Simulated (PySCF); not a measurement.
PySCF job for C4H7FSi, SMILES C=C=C(F)[SiH2]C, TDDFT-LC-ωPBE/def2-SVPD. Geometry optimised at r2SCAN-D4/def2-SVP. The structure was generated by enumeration, and PubChem lists no compound with its InChIKey, so it may never have been made. The values are those of a single conformer.

```python
import numpy as np
from pyscf import gto, scf, dft, tdscf

mol = gto.M(
    atom='''
    C     2.89286483    0.25126204    0.50804012
    C     1.69809086    0.05291127    0.00664545
    C     0.46825782   -0.15376594   -0.41364786
    F     0.18286458   -0.16775880   -1.75197895
    Si   -1.04536581   -0.43759196    0.67415501
    C    -2.35808627    0.82488110    0.22989409
    H     3.25535629    1.25974326    0.74522958
    H     3.57930860   -0.58337797    0.70022434
    H    -0.60705232   -0.33210600    2.09651931
    H    -1.55657572   -1.81840751    0.41279489
    H    -2.02339086    1.84555783    0.47196228
    H    -2.56576871    0.78136917   -0.85101428
    H    -3.29930080    0.63160688    0.76833370
    ''',
    basis='def2-SVPD',
    charge=0,
    spin=0,
    max_memory=1600,
    verbose=4,
)
mf = dft.RKS(mol, xc='lc_wpbe').density_fit(auxbasis='def2-universal-jkfit')
mf.grids.level = 3
mf.conv_tol = 1e-9
mf.max_cycle = 100
mf.kernel()
mf.grids = dft.Grids(mol).set(level=1).build(with_non0tab=True)  # coarser grid for the response kernel
td = tdscf.TDDFT(mf)
td.singlet = True
td.nstates = 10
td.conv_tol = 1e-4
td.positive_eig_threshold = 1e-6
td.kernel(x0=td.get_init_guess(mf, 15))
td.analyze()
tt = tdscf.TDA(mf)
tt.singlet = False
tt.nstates = 4
tt.conv_tol = 1e-4
tt.positive_eig_threshold = 1e-6
tt.kernel(x0=tt.get_init_guess(mf, 9))
tt.analyze(verbose=3)
```

Output:

```
PySCF version 2.14.0

[INPUT] verbose = 4
[INPUT] num. atoms = 13
[INPUT] num. electrons = 54
[INPUT] charge = 0
[INPUT] spin (= nelec alpha-beta = 2S) = 0
[INPUT] symmetry False subgroup None
[INPUT] Mole.unit = angstrom
[INPUT] Symbol           X                Y                Z      unit          X                Y                Z       unit  Magmom
[INPUT]  1 C      2.892864830000   0.251262040000   0.508040120000 AA    5.466722244086   0.474816441100   0.960056687091 Bohr   0.0
[INPUT]  2 C      1.698090860000   0.052911270000   0.006645450000 AA    3.208926660027   0.099987809203   0.012558080474 Bohr   0.0
[INPUT]  3 C      0.468257820000  -0.153765940000  -0.413647860000 AA    0.884879035486  -0.290575513886  -0.781681167412 Bohr   0.0
[INPUT]  4 F      0.182864580000  -0.167758800000  -1.751978950000 AA    0.345563974084  -0.317018186986  -3.310760391503 Bohr   0.0
[INPUT]  5 Si    -1.045365810000  -0.437591960000   0.674155010000 AA   -1.975455080884  -0.826928958712   1.273968334403 Bohr   0.0
[INPUT]  6 C     -2.358086270000   0.824881100000   0.229894090000 AA   -4.456137228397   1.558799364330   0.434436867756 Bohr   0.0
[INPUT]  7 H      3.255356290000   1.259743260000   0.745229580000 AA    6.151731825980   2.380569748667   1.408279806125 Bohr   0.0
[INPUT]  8 H      3.579308600000  -0.583377970000   0.700224340000 AA    6.763912969300  -1.102424590405   1.323232228354 Bohr   0.0
[INPUT]  9 H     -0.607052320000  -0.332106000000   2.096519310000 AA   -1.147162628082  -0.627589384325   3.961847310762 Bohr   0.0
[INPUT] 10 H     -1.556575720000  -1.818407510000   0.412794890000 AA   -2.941501802948  -3.436292176752   0.780069287720 Bohr   0.0
[INPUT] 11 H     -2.023390860000   1.845557830000   0.471962280000 AA   -3.823654568348   3.487598845747   0.891879450325 Bohr   0.0
[INPUT] 12 H     -2.565768710000   0.781369170000  -0.851014280000 AA   -4.848600160879   1.476573733479  -1.608183917294 Bohr   0.0
[INPUT] 13 H     -3.299300800000   0.631606880000   0.768333700000 AA   -6.234774914558   1.193564021591   1.451940265274 Bohr   0.0

nuclear repulsion = 267.785236807481
number of shells = 79
number of NR pGTOs = 265
number of NR cGTOs = 183
basis = def2-SVPD
ecp = {}


******** <class 'pyscf.df.df_jk.DFRKS'> ********
method = DFRKS
initial guess = minao
damping factor = 0
level_shift factor = 0
DIIS = <class 'pyscf.scf.diis.CDIIS'>
diis_start_cycle = 1
diis_space = 8
diis_damp = 0
SCF conv_tol = 1e-09
SCF conv_tol_grad = None
SCF max_cycles = 100
direct_scf = False
XC library pyscf.dft.libxc version 7.1.2
    S. Lehtola, C. Steigemann, M. J. T. Oliveira, and M. A. L. Marques,  SoftwareX 7, 1–5 (2018)
XC functionals = lc_wpbe
    O. A. Vydrov and G. E. Scuseria,  J. Chem. Phys. 125, 234109 (2006)
radial grids:
    Treutler-Ahlrichs [JCP 102, 346 (1995); DOI:10.1063/1.469408] (M4) radial grids

becke partition: Becke, JCP 88, 2547 (1988); DOI:10.1063/1.454033
pruning grids: <function nwchem_prune>
grids dens level: 3
symmetrized grids: False
atomic radii adjust function: <function treutler_atomic_radii_adjust>
small_rho_cutoff = 0
Set gradient conv threshold to 3.16228e-05
Initial guess from minao.
tot grids = 158576
Create RSH-DF object <pyscf.df.df.DF object> for omega=0.4
******** <class 'pyscf.df.df.DF'> ********
auxbasis = auxmol.basis = def2-universal-jkfit
init E= -545.903523137017
  HOMO = -0.26969087477723  LUMO = -0.0507715981535726  gap/eV = 5.95710
cycle= 1 E= -545.327745214841  delta_E= 0.576  |g|= 0.474  |ddm|= 6.05
  HOMO = -0.369395634142341  LUMO = 0.0417660353650984  gap/eV = 11.18828
cycle= 2 E= -545.347219851903  delta_E= -0.0195  |g|= 0.468  |ddm|= 1.07
  HOMO = -0.372497502696691  LUMO = 0.0480834626845961  gap/eV = 11.44459
cycle= 3 E= -545.382044461671  delta_E= -0.0348  |g|= 0.0589  |ddm|= 0.401
  HOMO = -0.371841299903356  LUMO = 0.0529394969480768  gap/eV = 11.55887
cycle= 4 E= -545.38288532315  delta_E= -0.000841  |g|= 0.0218  |ddm|= 0.182
  HOMO = -0.372278669539981  LUMO = 0.0535708405012016  gap/eV = 11.58796
cycle= 5 E= -545.383005494858  delta_E= -0.00012  |g|= 0.00788  |ddm|= 0.0534
  HOMO = -0.372664928781978  LUMO = 0.0532560230089447  gap/eV = 11.58990
cycle= 6 E= -545.383021640645  delta_E= -1.61e-05  |g|= 0.00139  |ddm|= 0.0187
  HOMO = -0.372624007936855  LUMO = 0.0534221665909422  gap/eV = 11.59331
cycle= 7 E= -545.383022409888  delta_E= -7.69e-07  |g|= 0.000619  |ddm|= 0.00605
  HOMO = -0.372645636737833  LUMO = 0.0534050040209202  gap/eV = 11.59343
cycle= 8 E= -545.383022544679  delta_E= -1.35e-07  |g|= 0.000108  |ddm|= 0.00205
  HOMO = -0.372673313696775  LUMO = 0.0533994457053009  gap/eV = 11.59403
cycle= 9 E= -545.383022551015  delta_E= -6.34e-09  |g|= 4.66e-05  |ddm|= 0.000452
  HOMO = -0.372663446536492  LUMO = 0.0534039199406853  gap/eV = 11.59388
cycle= 10 E= -545.38302255187  delta_E= -8.56e-10  |g|= 1.77e-05  |ddm|= 0.000108
  HOMO = -0.372666377349303  LUMO = 0.0534039280347041  gap/eV = 11.59396
Extra cycle  E= -545.383022551989  delta_E= -1.18e-10  |g|= 1.44e-05  |ddm|= 6.72e-05
converged SCF energy = -545.383022551989
tot grids = 49736
Overwritten attributes  positive_eig_threshold  of <class 'pyscf.tdscf.rks.TDDFT'>


******** <class 'pyscf.tdscf.rks.TDDFT'> for <class 'pyscf.df.df_jk.DFRKS'> ********
nstates = 10 singlet
deg_eia_thresh = 1.000e-03
wfnsym = None
conv_tol = 0.0001
eigh lindep = 1e-12
eigh level_shift = 0
eigh max_cycle = 100


Excitation energies (eV)
[5.06206716 6.51166189 6.90759016 7.47007832 7.78443903 8.37552439
 8.38798799 8.40361784 8.55922424 8.95006351]

** Singlet excitation energies and oscillator strengths **
Excited State   1:      5.06207 eV    244.93 nm  f=0.0020
      27 -> 28       -0.67878
Excited State   2:      6.51166 eV    190.40 nm  f=0.0014
      26 -> 29        0.58951
      26 -> 30       -0.19119
      26 -> 31       -0.28099
Excited State   3:      6.90759 eV    179.49 nm  f=0.0179
      26 -> 28       -0.45300
      27 -> 29        0.46001
      27 -> 30       -0.13693
      27 -> 31       -0.18624
Excited State   4:      7.47008 eV    165.97 nm  f=1.2650
      26 -> 28       -0.50452
      27 -> 29       -0.43047
Excited State   5:      7.78444 eV    159.27 nm  f=0.0023
      27 -> 30       -0.59571
      27 -> 31        0.17553
      27 -> 33       -0.18462
      27 -> 34        0.15926
Excited State   6:      8.37552 eV    148.03 nm  f=0.0419
      23 -> 29        0.33871
      23 -> 30       -0.16860
      23 -> 31       -0.11852
      24 -> 29       -0.16127
      25 -> 29        0.16833
      26 -> 29        0.10425
      26 -> 30        0.37698
      26 -> 31       -0.15641
      27 -> 31        0.14261
Excited State   7:      8.38799 eV    147.81 nm  f=0.0894
      23 -> 29        0.31927
      23 -> 31       -0.16939
      24 -> 29       -0.17274
      25 -> 29        0.11712
      26 -> 30       -0.46087
      26 -> 31        0.18569
Excited State   8:      8.40362 eV    147.54 nm  f=0.0014
      23 -> 28       -0.53944
      24 -> 28        0.27835
      25 -> 28       -0.20057
      27 -> 31        0.12408
Excited State   9:      8.55922 eV    144.85 nm  f=0.0340
      23 -> 28        0.10220
      23 -> 29       -0.11947
      24 -> 28       -0.11946
      24 -> 29        0.17114
      27 -> 29        0.17424
      27 -> 30        0.10703
      27 -> 31        0.45384
      27 -> 32        0.14717
      27 -> 35       -0.27518
Excited State  10:      8.95006 eV    138.53 nm  f=0.0030
      24 -> 28        0.19976
      24 -> 29        0.13259
      24 -> 33       -0.14280
      25 -> 28        0.14496
      25 -> 33       -0.10306
      27 -> 32       -0.20307
      27 -> 33       -0.42975
      27 -> 34       -0.26822

** Transition electric dipole moments (AU) **
state          X           Y           Z        Dip. S.      Osc.
  1         0.0232     -0.1249      0.0073      0.0162      0.0020
  2         0.0032      0.0928     -0.0033      0.0086      0.0014
  3         0.3068      0.0450     -0.0970      0.1055      0.0179
  4        -2.5558     -0.3275     -0.5222      6.9121      1.2650
  5         0.0037      0.1104     -0.0040      0.0122      0.0023
  6         0.3390      0.1177     -0.2750      0.2044      0.0419
  7        -0.6121     -0.0565      0.2392      0.4351      0.0894
  8        -0.0114     -0.0274      0.0781      0.0070      0.0014
  9        -0.3438     -0.2084     -0.0254      0.1623      0.0340
 10        -0.0006      0.0663     -0.0969      0.0138      0.0030

** Transition velocity dipole moments (imaginary part, AU) **
state          X           Y           Z        Dip. S.      Osc.
  1         0.0035     -0.0182      0.0013      0.0003      0.0012
  2        -0.0000      0.0254     -0.0009      0.0006      0.0018
  3         0.0769      0.0112     -0.0267      0.0067      0.0177
  4        -0.6950     -0.0883     -0.1444      0.5116      1.2425
  5        -0.0014      0.0394     -0.0002      0.0016      0.0036
  6         0.1073      0.0394     -0.0949      0.0221      0.0478
  7        -0.1917     -0.0150      0.0861      0.0444      0.0960
  8        -0.0025     -0.0085      0.0265      0.0008      0.0017
  9        -0.1077     -0.0659     -0.0033      0.0160      0.0338
 10        -0.0002      0.0199     -0.0335      0.0015      0.0031

** Transition magnetic dipole moments (imaginary part, AU) **
state          X           Y           Z
  1        -0.8790     -0.1591     -0.1339
  2         0.4212      0.0928      0.3750
  3        -0.0315     -0.0574     -0.0485
  4         0.1422     -0.7829      0.4200
  5        -0.3435      0.0345     -0.1422
  6        -0.1596     -0.8950      0.0649
  7        -0.3316      0.7854      0.3026
  8        -0.0195      0.1005     -0.0581
  9         0.1861     -0.3459     -0.3737
 10        -0.8189      0.3780     -0.6559
Overwritten attributes  positive_eig_threshold  of <class 'pyscf.tdscf.rks.TDA'>


******** <class 'pyscf.tdscf.rks.TDA'> for <class 'pyscf.df.df_jk.DFRKS'> ********
nstates = 4 triplet
deg_eia_thresh = 1.000e-03
wfnsym = None
conv_tol = 0.0001
eigh lindep = 1e-12
eigh level_shift = 0
eigh max_cycle = 100


Excitation energies (eV)
[4.10458741 4.33223589 4.62466086 6.05656543]

** Triplet excitation energies and oscillator strengths **
Excited State   1:      4.10459 eV    302.06 nm  f=0.0000
Excited State   2:      4.33224 eV    286.19 nm  f=0.0000
Excited State   3:      4.62466 eV    268.09 nm  f=0.0000
Excited State   4:      6.05657 eV    204.71 nm  f=0.0000
```

The run converged.
